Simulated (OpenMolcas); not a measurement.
**neutral potassium: effect of the active space**

```json
{
 "Program": "OpenMolcas 26.06",
 "Method": "CASSCF",
 "Basis": "ANO-RCC-VQZP",
 "Scalar Hamiltonian": "DKH2, point nucleus",
 "Spin-orbit coupling": "RASSI with atomic mean-field integrals over the reference wave functions, term energies averaged over their components"
}
```

A. 1 electron in 4 orbitals (4s 4p); 2S+1 = 2 even, 1 root; 2S+1 = 2 odd, 3 roots; cost roughly 10 core-seconds
B. 1 electron in 9 orbitals (3d 4s 4p); 2S+1 = 2 even, 1 root; 2S+1 = 2 odd, 3 roots; cost about 11 core-seconds

Energies in cm⁻¹ above 4s ²S_1/2, the measured ground level; measured values from NIST Handbook of Basic Atomic Spectroscopic Data.

```json
{"Level": "4s ²S_1/2", "A": "0.0", "B": "0.0", "Measured": "0.0"}
{"Level": "4p ²P°_1/2", "A": "11496", "B": "11496", "Measured": "12985"}
{"Level": "4p ²P°_3/2", "A": "11531", "B": "11531", "Measured": "13043"}
```

Deviations, from unrounded energies. A percentage is the sum of absolute deviations over the sum of measured energies, with the sign that they share, or ± where signs differ.

```tsv
Against measurement	Levels	A	B
mean absolute deviation (cm-1)	2	1500	1500
other configurations (%)	2	-11.5	-11.5
```

A, B lie about equally close to measurement. The largest miss of A in the table is 4p ²P°_3/2, by -1500 cm-1. The ranking rests on the paired levels alone, and a cruder setting can come out closer through cancelling errors.

Between A and B no level of the table moves by more than 5 cm-1.

ANO sets are built for ground and valence states and can reach diffuse excited orbitals poorly. With one active electron the reference holds no correlation, so core polarisation is missing. No level of 3d was computed, though it lies in the active space (holds for B). Measured partners are found by configuration, term and J. A level has none where our copy of the source lacks it or the pairing is in doubt (some pairs that miss far off the trend of their configuration count as doubtful), and it then counts in no deviation. Levels of configurations outside the active space are missing.

° marks odd parity.
